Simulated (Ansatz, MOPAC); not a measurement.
System: SiH, charge 0, multiplicity 2. SMILES: [SiH]

Atoms: Si1, H2. Bonds: Si1-H2.

Bond lengths (Å) and angles (degrees) optimised at AM1 with MOPAC; PM6 with MOPAC; B3LYP/LANL2DZ with Ansatz (an electronic-structure program), each started from the B3LYP-D3(BJ)/def2-TZVP structure (Ansatz) of the last column. A row stands for all coordinates that are equal there.

```json
[
 {"coordinate": "Si1-H2", "AM1": "1.453", "PM6": "1.550", "B3LYP/LANL2DZ": "1.547", "B3LYP-D3(BJ)/def2-TZVP": "1.530"}
]
```

Mean signed difference of all 1 bond lengths from B3LYP-D3(BJ)/def2-TZVP: AM1 -0.076 Å, PM6 0.021 Å, B3LYP/LANL2DZ 0.018 Å.
